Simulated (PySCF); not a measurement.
Input of a run (PBE0-D3(BJ)/def2-SVP geometry optimisation, gas phase, def2 core potentials past Kr (PySCF 2.14.0)), started from GFN2-xTB:
```
{"job": {"xc": "PBE0", "basis": "def2-SVP", "d3": "d3bj", "grid": 1, "maxiter": 40, "shake": 0.03, "kind": "geom"}, "charge": 0, "multiplicity": 1}
Sn     0.248970    -0.078810     0.477800
Cl    -0.229490    -0.166740     2.769010
Cl     2.474760     0.169490     0.213110
N     -0.852590     1.596730    -0.297100
C     -0.575610     2.960060    -0.208360
C      0.585480     3.387310    -1.090400
C     -0.255080     3.338680     1.272010
H     -1.034010     1.390300    -1.288030
H     -1.465560     3.554230    -0.444450
H      1.495640     2.855030    -0.734080
H      0.740460     4.436510    -1.009750
H      0.404650     3.101880    -2.095400
H      0.557350     2.904970     1.569770
H     -0.234390     4.429060     1.400110
H     -1.106890     2.962700     1.905620
N     -0.682640    -1.516720    -0.641630
C     -0.307870    -2.919210    -0.544960
C     -0.697540    -3.553960     0.828460
C      1.152850    -3.172030    -0.852950
H     -1.749400    -1.456570    -0.440750
H     -0.954950    -3.459860    -1.345550
H     -0.048660    -3.173610     1.568950
H     -0.450400    -4.605290     0.736460
H     -1.736780    -3.403680     1.021720
H      1.819090    -2.794320    -0.038900
H      1.350230    -4.161940    -0.986980
H      1.399800    -2.669830    -1.723300
```

Output (energies in Eh, forces in Eh/bohr):
```
step   0  E = -1481.30061827  max force = 0.134195
step   1  E = -1481.34898695  max force = 0.018484
step   2  E = -1481.35175682  max force = 0.010414
step   3  E = -1481.35270065  max force = 0.003091
step   4  E = -1481.35288184  max force = 0.002157
step   5  E = -1481.35303907  max force = 0.003191
step   6  E = -1481.35318703  max force = 0.002036
step   7  E = -1481.35336464  max force = 0.000980
step   8  E = -1481.35341789  max force = 0.000540
step   9  E = -1481.35349814  max force = 0.000439
step  10  E = -1481.35357702  max force = 0.000506
step  11  E = -1481.35365162  max force = 0.000464
step  12  E = -1481.35375141  max force = 0.000654
step  13  E = -1481.35380595  max force = 0.000791
step  14  E = -1481.35380358  max force = 0.000785
step  15  E = -1481.35379731  max force = 0.000613
step  16  E = -1481.35380218  max force = 0.000335
step  17  E = -1481.35380810  max force = 0.000282
optimisation converged
```

Summarise the run.

The energy falls by 139.6 kJ/mol over 18 energy and gradient evaluations, the largest force component goes from 0.1342 to 2.8e-04 Eh/bohr, and the atoms move by 0.522 Å rms after alignment. The bond that changes most is C7–H13 (ends: carbon bonded to C and 3 H; hydrogen on carbon), which lengthens by 0.136 Å. Bonds longer at the end by more than 0.005 Å: 14 of 26; shorter: 10. Among the angles that change most is N4–Sn1–N16, from 96.7° to 106.4°. Among the dihedrals that turn most is Cl2–Sn1–N16–H20, from 54° to 88°. The energy rose by more than 1e-6 Eh at steps 14 and 15. The first step brought 91 % of the lowering.

What are the final bond lengths?

Sn1–Cl2 2.356 Å, Sn1–Cl3 2.356 Å, Sn1–N4 2.016 Å, Sn1–N16 2.018 Å, N4–C5 1.462 Å, N4–H8 1.019 Å, C5–C6 1.525 Å, C5–C7 1.520 Å, C5–H9 1.107 Å, C6–H10 1.102 Å, C6–H11 1.101 Å, C6–H12 1.102 Å, C7–H13 1.104 Å, C7–H14 1.100 Å, C7–H15 1.099 Å, N16–C17 1.462 Å, N16–H20 1.020 Å, C17–C18 1.525 Å, C17–C19 1.519 Å, C17–H21 1.107 Å, C18–H22 1.102 Å, C18–H23 1.101 Å, C18–H24 1.102 Å, C19–H25 1.104 Å, C19–H26 1.100 Å, C19–H27 1.099 Å. Numbering counts from 1 in the input's order; the species is SnCl2(NHiPr)2 (`CC(C)[NH][Sn]([Cl])([Cl])[NH]C(C)C`).

The run used 254 basis functions and 128 SCF cycles in all.

No frequency check. The numbers are those of one conformer.
